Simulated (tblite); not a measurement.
Species: C5H11FSi.
Numbering: `[CH3:1][CH:2]([CH3:3])[SiH2:4]/[CH:5]=[CH:6]/[F:7]` (hydrogens: H8, H9, H10 on C1; H11 on C2; H12, H13, H14 on C3; H15, H16 on Si4; H17 on C5; H18 on C6)

Computed with GFN2-xTB (tblite), gas phase: L-BFGS steps from a force-field or distance-geometry start until the largest atomic force falls under 0.01 eV/Å.

Step 6: E = -618.6618 eV
```
atom  x, y, z in Å  |  force x, y, z in eV/Å
C1     -1.1416    1.4310    0.0889   -0.003   0.034   0.042
C2     -1.1869   -0.0610    0.4120   -0.051  -0.013   0.050
C3     -1.6534   -0.8487   -0.8114   -0.016  -0.028  -0.011
Si4     0.4539   -0.7100    1.1609    0.022   0.024  -0.096
C5      1.8462   -0.5576   -0.0909    0.053  -0.101  -0.141
C6      2.7611    0.3896   -0.0984    0.053   0.118   0.026
F7      3.7430    0.4531   -1.0246   -0.106  -0.040   0.067
H8     -0.8522    2.0089    0.9638    0.007   0.004   0.022
H9     -2.1231    1.7790   -0.2340    0.029  -0.007  -0.017
H10    -0.4292    1.6423   -0.7053    0.024  -0.052  -0.022
H11    -1.9440   -0.2021    1.1910   -0.077   0.025   0.010
H12    -0.9620   -0.7386   -1.6437    0.050   0.047   0.023
H13    -1.7401   -1.9081   -0.5826    0.005  -0.025   0.022
H14    -2.6316   -0.4942   -1.1402    0.048  -0.006   0.013
H15     0.3039   -2.1339    1.4847   -0.004  -0.002   0.011
H16     0.7928    0.0574    2.3626   -0.019   0.029   0.016
H17     1.9139   -1.3069   -0.8693   -0.014   0.003  -0.013
H18     2.8406    1.2062    0.6049    0.000  -0.011  -0.001
```

Step 7: E = -618.6635 eV
```
atom  x, y, z in Å  |  force x, y, z in eV/Å
C1     -1.1420    1.4305    0.0894    0.013   0.017   0.023
C2     -1.1894   -0.0613    0.4144   -0.045   0.002   0.023
C3     -1.6533   -0.8485   -0.8105    0.010  -0.027  -0.002
Si4     0.4543   -0.7092    1.1598    0.032   0.019  -0.052
C5      1.8474   -0.5593   -0.0946    0.026  -0.032  -0.056
C6      2.7616    0.3891   -0.0995   -0.002   0.064   0.026
F7      3.7425    0.4536   -1.0242   -0.059  -0.032   0.030
H8     -0.8520    2.0069    0.9645    0.010   0.022   0.024
H9     -2.1227    1.7794   -0.2347    0.032  -0.004  -0.016
H10    -0.4280    1.6384   -0.7052    0.007  -0.046  -0.003
H11    -1.9505   -0.1994    1.1898   -0.054   0.011   0.024
H12    -0.9595   -0.7366   -1.6408    0.038   0.042   0.026
H13    -1.7385   -1.9079   -0.5814   -0.002  -0.028   0.014
H14    -2.6307   -0.4937   -1.1398    0.035  -0.009   0.003
H15     0.3034   -2.1346    1.4847    0.003   0.029   0.004
H16     0.7917    0.0604    2.3653   -0.027  -0.008  -0.046
H17     1.9184   -1.3047   -0.8731   -0.026  -0.058  -0.059
H18     2.8385    1.2031    0.6042    0.009   0.037   0.036
```

Step 8: E = -618.6647 eV
```
atom  x, y, z in Å  |  force x, y, z in eV/Å
C1     -1.1419    1.4305    0.0902    0.021  -0.004   0.008
C2     -1.1917   -0.0615    0.4164   -0.027   0.009   0.008
C3     -1.6530   -0.8489   -0.8098    0.028  -0.016   0.014
Si4     0.4552   -0.7083    1.1576    0.019   0.009  -0.012
C5      1.8489   -0.5608   -0.0979   -0.005   0.017   0.008
C6      2.7615    0.3898   -0.0997   -0.049   0.002   0.018
F7      3.7410    0.4532   -1.0234   -0.004  -0.012  -0.007
H8     -0.8516    2.0062    0.9654    0.010   0.028   0.018
H9     -2.1219    1.7795   -0.2355    0.029   0.004  -0.014
H10    -0.4270    1.6351   -0.7052   -0.002  -0.040   0.015
H11    -1.9557   -0.1975    1.1896   -0.031   0.002   0.026
H12    -0.9571   -0.7345   -1.6385    0.027   0.031   0.032
H13    -1.7376   -1.9083   -0.5804   -0.001  -0.022   0.005
H14    -2.6294   -0.4936   -1.1395    0.019  -0.011  -0.009
H15     0.3032   -2.1345    1.4849    0.008   0.050  -0.002
H16     0.7904    0.0622    2.3662   -0.028  -0.029  -0.085
H17     1.9207   -1.3044   -0.8766   -0.022  -0.077  -0.079
H18     2.8374    1.2021    0.6046    0.010   0.059   0.055
```

Step 9: E = -618.6658 eV
```
atom  x, y, z in Å  |  force x, y, z in eV/Å
C1     -1.1415    1.4304    0.0912    0.020  -0.022  -0.001
C2     -1.1943   -0.0616    0.4184   -0.005   0.008   0.004
C3     -1.6523   -0.8496   -0.8090    0.033   0.000   0.027
Si4     0.4562   -0.7073    1.1551   -0.010  -0.004   0.012
C5      1.8501   -0.5623   -0.1012   -0.032   0.040   0.041
C6      2.7606    0.3908   -0.0994   -0.069  -0.043   0.006
F7      3.7394    0.4526   -1.0226    0.034   0.011  -0.026
H8     -0.8511    2.0062    0.9666    0.009   0.027   0.005
H9     -2.1205    1.7798   -0.2365    0.023   0.012  -0.010
H10    -0.4262    1.6314   -0.7051   -0.002  -0.032   0.028
H11    -1.9608   -0.1959    1.1900   -0.005  -0.005   0.021
H12    -0.9544   -0.7320   -1.6359    0.018   0.017   0.037
H13    -1.7368   -1.9092   -0.5794    0.004  -0.010  -0.004
H14    -2.6278   -0.4938   -1.1394    0.006  -0.015  -0.018
H15     0.3032   -2.1334    1.4850    0.012   0.056  -0.007
H16     0.7888    0.0632    2.3653   -0.023  -0.033  -0.098
H17     1.9220   -1.3055   -0.8808   -0.016  -0.058  -0.064
H18     2.8366    1.2024    0.6060    0.004   0.050   0.049
```

Q: Estimate the geometry and energy of step 10. (The exact step hangs on the optimiser's Hessian estimate; all steps are aligned on step 9, rigid shifts and turns removed.)

A: E = -618.6668 eV, largest force 0.086 eV/Å
```
atom  x, y, z in Å  |  force x, y, z in eV/Å
C1     -1.1409    1.4301    0.0923    0.011  -0.026  -0.001
C2     -1.1966   -0.0616    0.4205    0.010   0.003   0.007
C3     -1.6512   -0.8502   -0.8078    0.023   0.012   0.031
Si4     0.4567   -0.7065    1.1529   -0.038  -0.013   0.011
C5      1.8504   -0.5636   -0.1041   -0.048   0.036   0.038
C6      2.7591    0.3916   -0.0988   -0.056  -0.055  -0.005
F7      3.7382    0.4522   -1.0221    0.041   0.028  -0.019
H8     -0.8505    2.0066    0.9677    0.007   0.019  -0.011
H9     -2.1187    1.7802   -0.2376    0.017   0.018  -0.006
H10    -0.4253    1.6274   -0.7045    0.006  -0.023   0.031
H11    -1.9655   -0.1944    1.1907    0.019  -0.010   0.014
H12    -0.9515   -0.7293   -1.6328    0.014   0.003   0.038
H13    -1.7360   -1.9102   -0.5786    0.011   0.003  -0.012
H14    -2.6261   -0.4943   -1.1396    0.000  -0.018  -0.023
H15     0.3034   -2.1314    1.4850    0.012   0.041  -0.006
H16     0.7870    0.0636    2.3626   -0.010  -0.021  -0.083
H17     1.9228   -1.3072   -0.8855   -0.013  -0.013  -0.023
H18     2.8360    1.2033    0.6080   -0.006   0.015   0.019
```

The energy changes by -0.0009 eV. The first-order estimate −F·Δx gives -0.0013 eV and the mean of the old and new forces, exact on a quadratic surface, -0.0009 eV. The step makes an angle of 62° with the force vector and moves no atom by more than 0.005 Å.

The cost below is that of the whole relaxation. Time: 0.57 s of wall time. Hardware: one thread, Arm Neoverse N1 (aarch64), shared host with 64 logical CPUs at a one-minute load of 59.
